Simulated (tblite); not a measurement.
Record of a relaxation.

Species: C₆H₁₀P₂S.
Numbering: `[CH2:1]=[CH:2][P:3]([CH3:4])[C:5]#[C:6][P@H:7]([CH3:8])=[S:9]` (hydrogens: H10, H11 on C1; H12 on C2; H13, H14, H15 on C4; H16 on P7; H17, H18, H19 on C8)

Computed with GFN2-xTB (tblite), gas phase: L-BFGS steps from a force-field or distance-geometry start until the largest atomic force falls under 0.01 eV/Å. 8 of its 157 geometries are shown.

Step 0: E = -709.3401 eV, largest atomic force 12.672 eV/Å
```
atom  x, y, z in Å  |  force x, y, z in eV/Å
C1     -3.424    1.860   -0.390    0.514  -0.402   0.363
C2     -2.445    1.238    0.261    0.155  -0.591   0.561
P3     -1.526   -0.093   -0.659    1.113   0.855  -1.580
C4     -2.447   -1.697   -0.467    0.200  -0.463   1.947
C5      0.144   -0.214    0.049   -3.176  -0.152  -0.093
C6      1.244   -0.293    0.520    1.371   0.893   0.600
P7      2.863   -0.420    1.210   -2.479  10.005  -1.429
C8      4.060    0.334    0.114    1.510   1.035  -1.063
S9      3.173   -2.092    1.548    2.430 -12.198   2.423
H10    -3.599    1.520   -1.401   -0.376   0.427   0.039
H11    -4.012    2.644    0.084    0.138  -0.305  -0.421
H12    -2.184    1.481    1.295    0.042  -0.056  -0.321
H13    -2.929   -1.994   -1.394    0.074   0.269   0.054
H14    -3.198   -1.554    0.351    0.365  -0.277  -0.682
H15    -1.753   -2.513   -0.141   -0.451   0.646  -0.315
H16     2.922    0.307    2.444   -0.329   0.450  -0.801
H17     3.758    1.290   -0.329   -0.124  -0.102   0.171
H18     4.990    0.535    0.700   -0.540  -0.233  -0.271
H19     4.354   -0.329   -0.743   -0.439   0.201   0.816
```

Step 22: E = -711.2041 eV, largest atomic force 0.299 eV/Å
```
atom  x, y, z in Å  |  force x, y, z in eV/Å
C1     -3.371    1.788   -0.383    0.063   0.033   0.027
C2     -2.324    1.144    0.111   -0.030  -0.098  -0.041
P3     -1.388   -0.051   -0.929   -0.007  -0.070   0.124
C4     -2.301   -1.600   -0.395    0.045   0.128   0.028
C5      0.048   -0.215    0.093    0.057   0.042  -0.070
C6      1.184   -0.210    0.530   -0.255   0.112  -0.108
P7      2.766   -0.476    1.232   -0.043   0.017   0.042
C8      3.956    0.347    0.117    0.194   0.076  -0.136
S9      3.122   -2.332    1.627    0.064  -0.066   0.068
H10    -3.666    1.685   -1.419    0.028   0.002   0.153
H11    -3.970    2.449    0.226    0.023  -0.013  -0.076
H12    -2.021    1.262    1.149   -0.009  -0.027  -0.156
H13    -2.913   -1.941   -1.232    0.029   0.021   0.125
H14    -2.943   -1.361    0.455    0.033  -0.138  -0.045
H15    -1.598   -2.388   -0.121   -0.039   0.113  -0.078
H16     2.750    0.418    2.312   -0.022  -0.052   0.009
H17     3.602    1.305   -0.258   -0.094   0.032   0.129
H18     4.884    0.483    0.672    0.043   0.041   0.045
H19     4.173   -0.298   -0.732   -0.080  -0.154  -0.043
```

Step 45: E = -711.2670 eV, largest atomic force 0.104 eV/Å
```
atom  x, y, z in Å  |  force x, y, z in eV/Å
C1     -3.331    1.841   -0.374    0.030   0.036  -0.013
C2     -2.298    1.129    0.043   -0.023  -0.044  -0.009
P3     -1.435   -0.068   -1.045    0.000  -0.034  -0.061
C4     -2.165   -1.641   -0.363   -0.057   0.002   0.016
C5      0.051   -0.149   -0.097   -0.008  -0.009   0.008
C6      1.131   -0.181    0.451   -0.012   0.043   0.029
P7      2.661   -0.467    1.261    0.069   0.013   0.030
C8      3.869    0.337    0.145    0.044   0.026  -0.016
S9      3.015   -2.310    1.716   -0.007  -0.019   0.013
H10    -3.706    1.768   -1.381    0.015  -0.017  -0.016
H11    -3.840    2.535    0.273   -0.048   0.016   0.030
H12    -1.924    1.222    1.056    0.003  -0.007   0.002
H13    -2.983   -1.953   -1.011   -0.013  -0.013   0.032
H14    -2.546   -1.482    0.645    0.047  -0.053  -0.002
H15    -1.403   -2.421   -0.353   -0.062   0.077  -0.032
H16     2.569    0.423    2.341    0.030   0.002  -0.048
H17     3.542    1.341   -0.122    0.009  -0.045   0.001
H18     4.850    0.376    0.619   -0.041  -0.040   0.013
H19     3.931   -0.289   -0.749    0.024   0.067   0.026
```

Step 67: E = -711.2973 eV, largest atomic force 0.092 eV/Å
```
atom  x, y, z in Å  |  force x, y, z in eV/Å
C1     -3.319    1.846   -0.399    0.028   0.048  -0.020
C2     -2.331    1.079    0.027   -0.006  -0.007   0.030
P3     -1.462   -0.111   -1.061    0.067  -0.032   0.043
C4     -2.176   -1.673   -0.346   -0.030  -0.020  -0.008
C5      0.036   -0.155   -0.117    0.051   0.020  -0.010
C6      1.117   -0.100    0.431   -0.003  -0.020  -0.028
P7      2.646   -0.417    1.243   -0.081  -0.017  -0.041
C8      3.913    0.344    0.164   -0.042  -0.037   0.024
S9      2.902   -2.271    1.726    0.026   0.020  -0.003
H10    -3.659    1.822   -1.420   -0.004  -0.013  -0.051
H11    -3.822    2.540    0.254   -0.050   0.002   0.026
H12    -1.993    1.125    1.055    0.015  -0.009   0.043
H13    -3.164   -1.824   -0.782    0.006  -0.023   0.052
H14    -2.256   -1.614    0.740    0.006   0.001  -0.064
H15    -1.539   -2.514   -0.618   -0.024   0.049   0.002
H16     2.602    0.495    2.301   -0.029   0.012   0.048
H17     3.660    1.380   -0.042    0.013   0.058  -0.013
H18     4.877    0.278    0.667    0.047   0.007   0.000
H19     3.959   -0.218   -0.768    0.010  -0.038  -0.028
```

Step 89: E = -711.3036 eV, largest atomic force 0.021 eV/Å
```
atom  x, y, z in Å  |  force x, y, z in eV/Å
C1     -3.308    1.852   -0.405    0.004   0.004   0.001
C2     -2.342    1.068    0.041   -0.011  -0.004   0.000
P3     -1.475   -0.111   -1.062   -0.006   0.003   0.002
C4     -2.177   -1.674   -0.340    0.004  -0.014   0.002
C5      0.039   -0.153   -0.148   -0.019   0.001   0.003
C6      1.123   -0.102    0.392    0.020  -0.006   0.002
P7      2.635   -0.403    1.235   -0.002   0.000  -0.001
C8      3.923    0.345    0.172    0.002  -0.006   0.008
S9      2.911   -2.249    1.736   -0.002   0.006   0.005
H10    -3.604    1.847   -1.442    0.001   0.008   0.007
H11    -3.846    2.529    0.241    0.007  -0.002  -0.003
H12    -2.038    1.080    1.083   -0.006  -0.006  -0.012
H13    -3.208   -1.780   -0.675    0.004  -0.005   0.000
H14    -2.146   -1.653    0.749    0.000   0.004  -0.002
H15    -1.598   -2.522   -0.701   -0.007   0.012  -0.002
H16     2.552    0.515    2.290    0.000  -0.005  -0.001
H17     3.704    1.391   -0.032   -0.004  -0.001  -0.007
H18     4.884    0.251    0.678    0.016   0.009   0.003
H19     3.960   -0.219   -0.761    0.002   0.001  -0.005
```

Step 111: E = -711.3053 eV, largest atomic force 0.043 eV/Å
```
atom  x, y, z in Å  |  force x, y, z in eV/Å
C1     -3.289    1.885   -0.402   -0.002  -0.009   0.005
C2     -2.368    1.052    0.050   -0.015  -0.010   0.009
P3     -1.490   -0.118   -1.054    0.016   0.009  -0.007
C4     -2.180   -1.689   -0.337    0.014  -0.014  -0.038
C5      0.028   -0.154   -0.143   -0.015  -0.010  -0.002
C6      1.125   -0.120    0.372    0.007   0.011  -0.008
P7      2.637   -0.400    1.225   -0.021   0.006  -0.006
C8      3.932    0.344    0.166   -0.005  -0.001   0.000
S9      2.923   -2.235    1.758   -0.001  -0.001   0.006
H10    -3.544    1.937   -1.449    0.009  -0.004   0.017
H11    -3.833    2.545    0.256    0.005   0.021  -0.019
H12    -2.115    1.016    1.104    0.011  -0.020   0.003
H13    -3.211   -1.803   -0.669    0.005   0.003   0.011
H14    -2.142   -1.680    0.751   -0.005   0.011   0.014
H15    -1.595   -2.529   -0.710   -0.008   0.006   0.009
H16     2.532    0.534    2.263    0.014  -0.001   0.010
H17     3.685    1.373   -0.088   -0.005   0.008  -0.003
H18     4.881    0.304    0.701   -0.001   0.000   0.003
H19     4.014   -0.255   -0.741   -0.003  -0.006  -0.004
```

Step 134: E = -711.3085 eV, largest atomic force 0.014 eV/Å
```
atom  x, y, z in Å  |  force x, y, z in eV/Å
C1     -3.197    1.952   -0.372   -0.002   0.004   0.000
C2     -2.403    0.993    0.071    0.004  -0.011  -0.004
P3     -1.530   -0.149   -1.065   -0.008   0.003   0.001
C4     -2.157   -1.743   -0.342   -0.004   0.006  -0.010
C5     -0.001   -0.151   -0.174    0.001  -0.008  -0.002
C6      1.095   -0.090    0.343    0.004   0.007   0.001
P7      2.595   -0.358    1.217    0.000   0.003   0.004
C8      3.905    0.346    0.151    0.000   0.002   0.000
S9      2.849   -2.182    1.803    0.011   0.003   0.008
H10    -3.353    2.112   -1.426    0.001   0.002  -0.002
H11    -3.728    2.614    0.294    0.007  -0.004   0.003
H12    -2.244    0.836    1.133   -0.005  -0.001   0.002
H13    -3.201   -1.869   -0.622   -0.013   0.000  -0.004
H14    -2.063   -1.746    0.743   -0.007   0.002   0.012
H15    -1.580   -2.569   -0.754    0.011  -0.005  -0.005
H16     2.495    0.605    2.229   -0.001  -0.001  -0.001
H17     3.630    1.342   -0.191    0.007   0.003   0.000
H18     4.834    0.385    0.721    0.001  -0.007  -0.004
H19     4.044   -0.318   -0.704   -0.008   0.002   0.000
```

Step 156: E = -711.3118 eV, largest atomic force 0.010 eV/Å
```
atom  x, y, z in Å  |  force x, y, z in eV/Å
C1     -3.082    2.000   -0.329   -0.003  -0.002   0.000
C2     -2.424    0.933    0.088    0.000   0.003   0.003
P3     -1.552   -0.193   -1.065    0.003   0.001  -0.004
C4     -2.178   -1.798   -0.372    0.002  -0.001   0.001
C5     -0.025   -0.190   -0.168    0.003   0.004   0.006
C6      1.071   -0.087    0.343    0.002   0.005   0.002
P7      2.574   -0.292    1.231    0.000  -0.002   0.008
C8      3.879    0.354    0.123   -0.006  -0.003   0.000
S9      2.850   -2.075    1.924    0.000   0.003   0.006
H10    -3.134    2.260   -1.374    0.006  -0.002  -0.001
H11    -3.600    2.658    0.351   -0.002   0.001   0.002
H12    -2.374    0.678    1.142    0.000   0.000  -0.003
H13    -3.209   -1.941   -0.690    0.001   0.000  -0.004
H14    -2.124   -1.805    0.716    0.002  -0.001   0.005
H15    -1.572   -2.613   -0.766   -0.004  -0.001  -0.004
H16     2.467    0.730    2.183   -0.003  -0.009  -0.002
H17     3.634    1.356   -0.223    0.001   0.003  -0.007
H18     4.824    0.360    0.667   -0.004   0.000   0.000
H19     3.966   -0.324   -0.727    0.003   0.000  -0.009
```

**Question.** Summarise the path.

**Answer.** The energy falls by 1.9717 eV from step 0 to step 156; nine tenths of that is first reached at step 12. It falls at every step. The largest force goes from 12.672 to 0.010 eV/Å. Among the bonds P7=S9 changes most, from 1.734 to 1.933 Å; the atoms move by 0.555 Å rms after alignment.

**Question.** Follow the three bonds and two angles with the largest change from start to end.

**Answer.** 
```
step  E above end (eV)  largest force (eV/Å)  P7=S9 (Å)  P3–C5 (Å)  P7–C8 (Å)  C4–P3–C5 (°)  C2–P3–C5 (°)
   0            1.9717                12.672      1.734      1.819      1.789         110.9         108.0
   7            0.2845                 0.490      1.948      1.788      1.854         103.0         101.4
  14            0.1749                 0.201      1.934      1.774      1.834         102.4         100.0
  20            0.1300                 0.342      1.927      1.763      1.826         100.1          98.8
  27            0.0851                 0.102      1.933      1.766      1.835          97.8          98.0
  34            0.0741                 0.137      1.934      1.769      1.835          98.0          97.3
  41            0.0526                 0.122      1.933      1.768      1.828          96.6          96.3
  47            0.0412                 0.100      1.932      1.768      1.830          94.6          95.9
  54            0.0323                 0.101      1.932      1.768      1.830          94.6          95.9
  61            0.0240                 0.113      1.932      1.767      1.829          96.0          95.5
  68            0.0132                 0.074      1.932      1.771      1.831          96.0          95.9
  75            0.0101                 0.044      1.933      1.771      1.831          96.1          96.1
  81            0.0089                 0.047      1.933      1.769      1.831          96.0          96.0
  88            0.0083                 0.014      1.933      1.769      1.830          95.9          96.2
  95            0.0078                 0.019      1.932      1.770      1.830          95.9          96.4
 102            0.0074                 0.015      1.932      1.771      1.830          95.7          96.6
 109            0.0068                 0.027      1.933      1.770      1.830          95.9          96.4
 115            0.0054                 0.044      1.933      1.771      1.831          95.9          96.4
 122            0.0045                 0.019      1.932      1.771      1.830          95.5          96.2
 129            0.0037                 0.017      1.933      1.771      1.830          95.4          96.0
 136            0.0033                 0.014      1.933      1.771      1.830          95.5          95.8
 142            0.0022                 0.048      1.932      1.770      1.830          95.6          95.4
 149            0.0006                 0.021      1.932      1.771      1.830          95.9          95.2
 156            0.0000                 0.010      1.933      1.771      1.830          95.9          95.2
```

What follows is the cost of the whole relaxation. The run took 1.6 s wall on one thread of an Arm Neoverse V1, no GPU, shared host with 32 logical CPUs at a one-minute load of 22.
